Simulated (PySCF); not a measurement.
Cl5W, charge -1, multiplicity 3. Atoms are numbered in the order given.

```xyz
6

W      0.0000     0.0000     0.0000
Cl     0.0000     0.0000     2.4408
Cl     0.0000     0.0000    -2.4408
Cl     2.3198     0.0000     0.0000
Cl    -1.1599     2.0090     0.0000
Cl    -1.1599    -2.0090     0.0000
```
Charge -1, spin multiplicity 3.

Geometry: B3LYP-D3(BJ)/def2-SVPD. The multiplicity is an assumed one; other spin states were not compared. The def2 effective core potentials stand for the cores of W; spin–orbit coupling is left out.

The numbers are results of B3LYP-D3(BJ)/def2-SVPD in PySCF, not measurements.

Frequencies are harmonic and unscaled.

Modes within 1.5 cm⁻¹ of each other (mostly degenerate sets) share a row, with their intensities summed.

| mode | ν (cm⁻¹) | IR (km/mol) | moving atoms (share of kinetic energy) |
|---|---|---|---|
| 1–2 | 75 | 2.1 | Cl 99 % |
| 3 | 126 | 11.4 | Cl 74 %, W 26 % |
| 4–5 | 130 | 6.1 | Cl 77 %, W 23 % |
| 6–7 | 134 | 0.0 | Cl 100 % |
| 8 | 280 | 0.0 | Cl 100 % |
| 9 | 282 | 164.7 | Cl 77 %, W 23 % |
| 10 | 352 | 0.0 | Cl 100 % |
| 11–12 | 361 | 163.5 | Cl 75 %, W 25 % |
